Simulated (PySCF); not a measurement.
**Atomic charges against the basis set**

Compound: C3H8O2Si.
Atom-mapped SMILES: `[CH3:1][O:2][C:3](=[O:4])[CH2:5][SiH3:6]` (hydrogens: H7, H8, H9 on C1; H10, H11 on C5; H12, H13, H14 on Si6)

PBE0 throughout (PySCF), one geometry, spherical d and f functions. Geometry: PBE0-D3(BJ)/def2-SVP, one conformer, isolated molecule. Atoms taken as equivalent share a column and are averaged. The first 7 of 9 kinds of atom are listed.

Mulliken charges (e):

| basis | functions | C1 | O2 | C3 | O4 | C5 | Si6 | H7/H8/H9 |
| --- | --- | --- | --- | --- | --- | --- | --- | --- |
| STO-3G | 42 | -0.134 | -0.198 | +0.232 | -0.246 | -0.326 | +0.548 | +0.096 |
| 6-31G | 74 | -0.251 | -0.497 | +0.536 | -0.416 | -0.708 | +0.563 | +0.194 |
| pcSseg-0 | 74 | -0.332 | -0.642 | +0.676 | -0.492 | -0.989 | +0.566 | +0.243 |
| 6-31G* | 104 | -0.287 | -0.450 | +0.603 | -0.449 | -0.666 | +0.382 | +0.192 |
| cc-pVDZ | 128 | +0.060 | -0.274 | +0.175 | -0.259 | -0.174 | +0.243 | +0.057 |
| def2-SVP | 128 | +0.114 | -0.339 | +0.197 | -0.253 | -0.284 | +0.374 | +0.056 |
| aug-cc-pVDZ | 214 | +0.829 | -0.540 | +0.752 | -0.577 | +0.146 | -0.550 | -0.166 |
| 6-311+G(2d,p) | 218 | -0.220 | -0.289 | +0.502 | -0.444 | -0.653 | +0.394 | +0.162 |
| def2-TZVP | 240 | -0.225 | -0.230 | +0.296 | -0.332 | -0.313 | +0.136 | +0.138 |
| cc-pVTZ | 296 | -0.119 | -0.211 | +0.274 | -0.315 | -0.269 | +0.163 | +0.099 |
| IGLO-III | 299 | -0.227 | -0.250 | +0.458 | -0.467 | -0.508 | +0.714 | +0.137 |

IAO charges (e):

```json
{"basis": "STO-3G", "functions": "42", "C1": "-0.263", "O2": "-0.192", "C3": "+0.263", "O4": "-0.257", "C5": "-0.550", "Si6": "+0.653", "H7/H8/H9": "+0.140"}
{"basis": "6-31G", "functions": "74", "C1": "-0.252", "O2": "-0.325", "C3": "+0.470", "O4": "-0.439", "C5": "-0.564", "Si6": "+0.467", "H7/H8/H9": "+0.164"}
{"basis": "pcSseg-0", "functions": "74", "C1": "-0.230", "O2": "-0.324", "C3": "+0.470", "O4": "-0.432", "C5": "-0.582", "Si6": "+0.456", "H7/H8/H9": "+0.158"}
{"basis": "6-31G*", "functions": "104", "C1": "-0.211", "O2": "-0.345", "C3": "+0.525", "O4": "-0.462", "C5": "-0.586", "Si6": "+0.595", "H7/H8/H9": "+0.152"}
{"basis": "cc-pVDZ", "functions": "128", "C1": "-0.209", "O2": "-0.342", "C3": "+0.520", "O4": "-0.456", "C5": "-0.585", "Si6": "+0.589", "H7/H8/H9": "+0.151"}
{"basis": "def2-SVP", "functions": "128", "C1": "-0.200", "O2": "-0.340", "C3": "+0.517", "O4": "-0.456", "C5": "-0.583", "Si6": "+0.608", "H7/H8/H9": "+0.148"}
{"basis": "aug-cc-pVDZ", "functions": "214", "C1": "-0.218", "O2": "-0.351", "C3": "+0.533", "O4": "-0.477", "C5": "-0.588", "Si6": "+0.591", "H7/H8/H9": "+0.156"}
{"basis": "6-311+G(2d,p)", "functions": "218", "C1": "-0.220", "O2": "-0.352", "C3": "+0.534", "O4": "-0.478", "C5": "-0.599", "Si6": "+0.623", "H7/H8/H9": "+0.157"}
{"basis": "def2-TZVP", "functions": "240", "C1": "-0.218", "O2": "-0.353", "C3": "+0.538", "O4": "-0.478", "C5": "-0.603", "Si6": "+0.632", "H7/H8/H9": "+0.156"}
{"basis": "cc-pVTZ", "functions": "296", "C1": "-0.219", "O2": "-0.352", "C3": "+0.537", "O4": "-0.475", "C5": "-0.601", "Si6": "+0.617", "H7/H8/H9": "+0.156"}
{"basis": "IGLO-III", "functions": "299", "C1": "-0.220", "O2": "-0.353", "C3": "+0.536", "O4": "-0.479", "C5": "-0.602", "Si6": "+0.631", "H7/H8/H9": "+0.157"}
```

Hirshfeld charges (e):

| basis | functions | C1 | O2 | C3 | O4 | C5 | Si6 | H7/H8/H9 |
| --- | --- | --- | --- | --- | --- | --- | --- | --- |
| STO-3G | 42 | +0.042 | -0.118 | +0.154 | -0.212 | -0.098 | +0.355 | +0.025 |
| 6-31G | 74 | -0.019 | -0.123 | +0.207 | -0.273 | -0.144 | +0.292 | +0.050 |
| pcSseg-0 | 74 | -0.029 | -0.107 | +0.203 | -0.262 | -0.148 | +0.318 | +0.047 |
| 6-31G* | 104 | -0.018 | -0.110 | +0.205 | -0.274 | -0.143 | +0.294 | +0.048 |
| cc-pVDZ | 128 | -0.035 | -0.091 | +0.201 | -0.257 | -0.157 | +0.314 | +0.046 |
| def2-SVP | 128 | -0.036 | -0.097 | +0.209 | -0.264 | -0.160 | +0.322 | +0.048 |
| aug-cc-pVDZ | 214 | -0.042 | -0.106 | +0.200 | -0.261 | -0.172 | +0.323 | +0.052 |
| 6-311+G(2d,p) | 218 | -0.033 | -0.109 | +0.196 | -0.265 | -0.166 | +0.326 | +0.051 |
| def2-TZVP | 240 | -0.038 | -0.104 | +0.201 | -0.265 | -0.166 | +0.319 | +0.051 |
| cc-pVTZ | 296 | -0.040 | -0.100 | +0.203 | -0.263 | -0.166 | +0.316 | +0.050 |
| IGLO-III | 299 | -0.042 | -0.107 | +0.200 | -0.264 | -0.168 | +0.318 | +0.052 |

Some averages cover members that differ in this geometry, most widely: H7/H8/H9, Mulliken in aug-cc-pVDZ -0.296 to -0.098 e.

Question: Which scheme is steadiest as the basis changes?

Answer: Largest range over the bases for any column: Hirshfeld 0.08 e, IAO 0.28 e, Mulliken 1.26 e. Hirshfeld charges move least and Mulliken charges most, counted in e. Without the minimal STO-3G basis the ranges are Hirshfeld 0.03, IAO 0.18, Mulliken 1.26 e.

Question: How much do the charges still move between the two largest bases, cc-pVTZ and IGLO-III?

Answer: At most, over all atoms: Mulliken 0.551 e, IAO 0.014 e, Hirshfeld 0.007 e.

Question: What do the same runs give for the total energy, the frontier levels and the dipole moment?

Answer: 
```json
{"basis": "STO-3G", "energy (Eh)": "-551.8253", "HOMO (eV)": "-4.16", "LUMO (eV)": "3.88", "μ (D)": "1.21"}
{"basis": "6-31G", "energy (Eh)": "-558.5049", "HOMO (eV)": "-7.85", "LUMO (eV)": "0.23", "μ (D)": "1.69"}
{"basis": "pcSseg-0", "energy (Eh)": "-557.6634", "HOMO (eV)": "-8.03", "LUMO (eV)": "0.14", "μ (D)": "1.70"}
{"basis": "6-31G*", "energy (Eh)": "-558.6281", "HOMO (eV)": "-7.68", "LUMO (eV)": "0.45", "μ (D)": "1.71"}
{"basis": "cc-pVDZ", "energy (Eh)": "-558.6657", "HOMO (eV)": "-7.71", "LUMO (eV)": "0.39", "μ (D)": "1.68"}
{"basis": "def2-SVP", "energy (Eh)": "-558.3638", "HOMO (eV)": "-7.85", "LUMO (eV)": "0.30", "μ (D)": "1.70"}
{"basis": "aug-cc-pVDZ", "energy (Eh)": "-558.6866", "HOMO (eV)": "-8.00", "LUMO (eV)": "-0.21", "μ (D)": "1.86"}
{"basis": "6-311+G(2d,p)", "energy (Eh)": "-558.7455", "HOMO (eV)": "-8.03", "LUMO (eV)": "-0.09", "μ (D)": "1.85"}
{"basis": "def2-TZVP", "energy (Eh)": "-558.7697", "HOMO (eV)": "-7.99", "LUMO (eV)": "0.10", "μ (D)": "1.83"}
{"basis": "cc-pVTZ", "energy (Eh)": "-558.7621", "HOMO (eV)": "-7.94", "LUMO (eV)": "0.16", "μ (D)": "1.79"}
{"basis": "IGLO-III", "energy (Eh)": "-558.7754", "HOMO (eV)": "-8.02", "LUMO (eV)": "0.05", "μ (D)": "1.86"}
```

The dipole is fixed by the density alone, so its range of 0.65 D shows that the density itself changes with the basis, not only its division among atoms.
